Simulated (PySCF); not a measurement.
This PySCF input asks for the NMR shieldings of SMILES CC(=O)NB1CCCCC1, C$_{7}$H$_{14}$BNO; the geometry comes from GFN2-xTB.

```python
import basis_set_exchange as bse
import numpy as np
from pyscf import gto, dft
from pyscf.prop import nmr

atoms = """
C     3.964500    0.037324    0.058844
C     2.592953   -0.516306   -0.274039
O     2.422096   -1.625917   -0.712532
N     1.571592    0.377761   -0.028992
B     0.164486    0.190605   -0.143545
C    -0.480420   -1.162741   -0.626533
C    -1.937714   -1.338910   -0.182643
C    -2.741870   -0.051540   -0.340306
C    -2.191004    1.051139    0.559472
C    -0.765096    1.440646    0.153708
H     4.008555    0.320515    1.108607
H     4.717816   -0.718564   -0.141764
H     4.169023    0.916453   -0.549062
H     1.897685    1.279665    0.294510
H     0.101495   -2.032954   -0.321714
H    -0.443836   -1.167513   -1.720974
H    -1.957175   -1.635560    0.868709
H    -2.408820   -2.139435   -0.757681
H    -2.708036    0.276548   -1.381469
H    -3.786459   -0.241408   -0.081829
H    -2.846496    1.925225    0.518854
H    -2.184412    0.692924    1.591503
H    -0.823909    2.028750   -0.768904
H    -0.346690    2.113057    0.908135
"""
names = dict.fromkeys(["C", "O", "N", "B", "H"], "pcSseg-1")
basis = {el: gto.basis.parse(bse.get_basis(n, elements=[el], fmt="nwchem")) for el, n in names.items()}
mol = gto.M(atom=atoms, basis=basis, charge=0, verbose=0)
mf = dft.RKS(mol, xc="PBE0")
mf.grids.level = 2
mf.grids.alignment = dft.numint.BLKSIZE   # the property module wants whole blocks of grid points
mf.conv_tol = 1e-9
mf.kernel()

calc = nmr.RKS(mf)   # GIAO
C = mf.mo_coeff
Co = C[:, mf.mo_occ > 0]
resp = mf.gen_response(singlet=True, hermi=2)
def vind(x):   # induced exchange potential for any number of trial vectors
    d = np.einsum("pi,xij,qj->xpq", C, 2 * x.reshape(-1, C.shape[1], Co.shape[1]), Co, optimize=True)
    return np.einsum("xpq,pi,qj->xij", resp(d - d.transpose(0, 2, 1)), C, Co, optimize=True).ravel()
mo1, _ = nmr.rhf.solve_mo1(calc, with_cphf=vind)
sigma = calc.kernel(mo1)
for i, s in enumerate(sigma):   # ppm
    print("%2d %-2s %9.2f" % (i, mol.atom_pure_symbol(i), np.trace(s) / 3))
```

Q: What does it print?

A: 
```
 0 C     159.23
 1 C      11.25
 2 O    -168.80
 3 N      86.86
 4 B      47.89
 5 C     165.45
 6 C     158.33
 7 C     155.33
 8 C     157.65
 9 C     164.27
10 H      29.57
11 H      29.86
12 H      29.62
13 H      25.36
14 H      29.02
15 H      30.75
16 H      30.52
17 H      29.68
18 H      30.54
19 H      29.90
20 H      29.70
21 H      30.43
22 H      30.88
23 H      30.92
```

These numbers come from an equivalent density-fitted implementation of the same equations, which agrees with the script to about 0.01 ppm for H and up to a few tenths of a ppm for heavy atoms, so last digits may differ.

Size and cost of the density-fitted run: 240 basis functions, 110 s wall time on 1 thread of an Arm Neoverse N1, shared host; peak memory 1.1 GiB.
